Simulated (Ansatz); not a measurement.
Born–Oppenheimer molecular dynamics of H₁₀Si₄ (14 atoms, charge 0, multiplicity 1). It starts from a relaxed structure.

Method: RHF/6-31G* in Ansatz 0.2.0.

```
ensemble        : NVT, Langevin thermostat
time step       : 0.5 fs
steps asked     : 100
set temperature : 500 K
friction        : 0.01 /fs
seed            : 704707
```

First frame:

```xyz
14
Properties=species:S:1:pos:R:3
Si 0.013 -0.075 -0.011
H 0.040 -0.252 1.462
Si 2.244 0.053 -0.776
H 3.008 -1.137 -0.346
H 2.270 0.119 -2.253
H 2.907 1.262 -0.242
Si -1.155 1.921 -0.485
H -2.564 1.816 -0.050
H -0.528 3.066 0.210
H -1.133 2.187 -1.940
Si -1.093 -1.937 -0.952
H -2.441 -2.090 -0.369
H -1.232 -1.757 -2.413
H -0.327 -3.176 -0.706
```

(1) How far do the bonds stretch over the last three quarters of this one trajectory? (Pairs bonded in most of those frames.)

Answers

(1) 
```tsv
bond	mean (Å)	spread (Å)	shortest	longest
Si1–H2	1.488	0.020	1.46	1.53
Si1–Si3	2.480	0.029	2.41	2.52
Si1–Si7	2.440	0.031	2.38	2.48
Si1–Si11	2.432	0.034	2.38	2.48
Si3–H4	1.485	0.029	1.44	1.53
Si3–H5	1.485	0.072	1.39	1.60
Si3–H6	1.480	0.025	1.44	1.52
Si7–H8	1.482	0.027	1.44	1.54
Si7–H9	1.489	0.040	1.42	1.55
Si7–H10	1.481	0.022	1.44	1.52
Si11–H12	1.480	0.014	1.46	1.51
Si11–H13	1.483	0.030	1.42	1.52
Si11–H14	1.472	0.018	1.44	1.50
```

Mean temperature of the second half: 287 K. The mean temperature of the second half is 43 % below the set value. A run of 0.05 ps of so small a system gives no equilibrium averages.

Time of the run: 4.8 min on 1 thread of Arm Neoverse V1, with other jobs on the host, peak memory 0.2 GiB.
